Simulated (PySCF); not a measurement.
**`[C@@H]1(C#N)[C@@H](S)C12CC2`, C₆H₇NS**

Molfile (atoms numbered from 1):
```
C6H7NS
     RDKit          3D

 15 16  0  0  0  0  0  0  0  0999 V2000
    1.0643    3.2296   -0.0965 N   0  0  0  0  0  0  0  0  0  0  0  0
    1.0585    2.0957    0.0621 C   0  0  0  0  0  0  0  0  0  0  0  0
    1.0325    0.6899    0.2547 C   0  0  2  0  0  0  0  0  0  0  0  0
    0.8640   -0.2159   -0.9691 C   0  0  1  0  0  0  0  0  0  0  0  0
    1.8136   -1.7400   -1.0884 S   0  0  0  0  0  0  0  0  0  0  0  0
   -0.2349   -0.0631   -0.0085 C   0  0  0  0  0  0  0  0  0  0  0  0
   -1.6850    0.2264   -0.0269 C   0  0  0  0  0  0  0  0  0  0  0  0
   -1.1374   -0.9300    0.7792 C   0  0  0  0  0  0  0  0  0  0  0  0
    1.6816    0.3409    1.0517 H   0  0  0  0  0  0  0  0  0  0  0  0
    0.8010    0.2548   -1.9415 H   0  0  0  0  0  0  0  0  0  0  0  0
    1.4604   -2.2098    0.1080 H   0  0  0  0  0  0  0  0  0  0  0  0
   -2.2382    0.0087   -0.9285 H   0  0  0  0  0  0  0  0  0  0  0  0
   -2.0380    1.0996    0.5017 H   0  0  0  0  0  0  0  0  0  0  0  0
   -1.1273   -0.8445    1.8564 H   0  0  0  0  0  0  0  0  0  0  0  0
   -1.3194   -1.9345    0.4236 H   0  0  0  0  0  0  0  0  0  0  0  0
  1  2  3  0
  2  3  1  0
  3  4  1  0
  4  5  1  0
  4  6  1  0
  6  7  1  0
  7  8  1  0
  6  3  1  0
  8  6  1  0
  3  9  1  1
  4 10  1  6
  5 11  1  0
  7 12  1  0
  7 13  1  0
  8 14  1  0
  8 15  1  0
M  END
```

Theory: TDDFT wB97X-D/def2-SVPD circular dichroism and optical rotation, one conformer, gas phase (PySCF 2.14.0). Geometry: GFN2-xTB.

The molecule is flexible and this is one conformer; a measurement averages over conformers.

(1) Draw the ECD and absorption spectra from the lowest 8 states, each a Gaussian of half-width 0.35 eV at 1/e height.

## Answers

(1) 
| E (eV) | λ (nm) | Δε (L mol⁻¹ cm⁻¹) | ε (L mol⁻¹ cm⁻¹) |
| --- | --- | --- | --- |
| 5.01 | 247 | +0.05 | 5.47 |
| 5.11 | 243 | +0.10 | 11.4 |
| 5.21 | 238 | +0.17 | 20.2 |
| 5.31 | 233 | +0.26 | 30.5 |
| 5.41 | 229 | +0.33 | 39.3 |
| 5.51 | 225 | +0.36 | 44.5 |
| 5.61 | 221 | +0.33 | 48.4 |
| 5.71 | 217 | +0.26 | 63.2 |
| 5.81 | 213 | +0.19 | 116 |
| 5.91 | 210 | +0.15 | 249 |
| 6.01 | 206 | +0.16 | 505 |
| 6.11 | 203 | +0.22 | 896 |
| 6.21 | 200 | +0.30 | 1360 |
| 6.31 | 196 | +0.36 | 1760 |
| 6.41 | 193 | +0.35 | 1970 |
| 6.51 | 190 | +0.27 | 1970 |
| 6.61 | 188 | +0.23 | 1900 |
| 6.71 | 185 | +0.58 | 2070 |
| 6.81 | 182 | +1.87 | 2720 |
| 6.91 | 179 | +4.63 | 3900 |
| 7.01 | 177 | +9.05 | 5350 |
| 7.11 | 174 | +14.60 | 6630 |
| 7.21 | 172 | +20.11 | 7350 |
| 7.31 | 170 | +24.10 | 7380 |
| 7.41 | 167 | +25.27 | 6890 |
| 7.51 | 165 | +22.94 | 6130 |
| 7.61 | 163 | +17.38 | 5310 |
| 7.71 | 161 | +9.99 | 4500 |

Δε uses R in velocity form, ε uses f in length form. Only the states computed contribute, so the short-wavelength end is incomplete.
